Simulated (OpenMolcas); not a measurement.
# Worked example: vertical ionisation energy of CH3Cl2Si (SMILES [CH2][SiH](Cl)Cl)

CH3Cl2Si has 7 atoms, charge 0, and is taken as a doublet. As SMILES, `[CH2][SiH](Cl)Cl`. Geometry: relaxed at PBE0-D4/def2-TZVP. This is one conformer, not always the lowest.

```xyz
7

C    -0.6927    0.8926    0.1975
Si    0.4663   -0.4995   -0.0039
Cl    1.5938   -0.2354   -1.6943
Cl   -0.5740   -2.2525   -0.2092
H    -1.4477    1.1272   -0.5455
H    -0.6688    1.5406    1.0675
H     1.3845   -0.6410    1.1420
```

Both states at this one shape; open shells run unrestricted unless said. 1 Eh = 27.2114 eV.

| level | program | doublet CH3Cl2Si (Eh) | singlet CH3Cl2Si+ (Eh) |
| --- | --- | --- | --- |
| UHF/STO-3G | OpenMolcas | -1233.985765 | -1233.670914 |
| U-r2SCAN/6-31G* (spherical functions) | OpenMolcas | -1249.681340 | -1249.315869 |
| UB3LYP/6-31G* (spherical functions) | OpenMolcas | -1249.832661 | -1249.473285 |
| UBHLYP/6-31G* (spherical functions) | OpenMolcas | -1249.769294 | -1249.403190 |

Work out the vertical ionisation energy at each level.


1. UHF/STO-3G: -1233.670914 − (-1233.985765) = 0.314851 Eh = 8.57 eV.
2. U-r2SCAN/6-31G* (spherical functions): -1249.315869 − (-1249.681340) = 0.365471 Eh = 9.94 eV.
3. UB3LYP/6-31G* (spherical functions): -1249.473285 − (-1249.832661) = 0.359376 Eh = 9.78 eV.
4. UBHLYP/6-31G* (spherical functions): -1249.403190 − (-1249.769294) = 0.366104 Eh = 9.96 eV.

No measured value is set beside it here; the levels span 8.57 to 9.96 eV. Minimal sets are far from the basis-set limit.
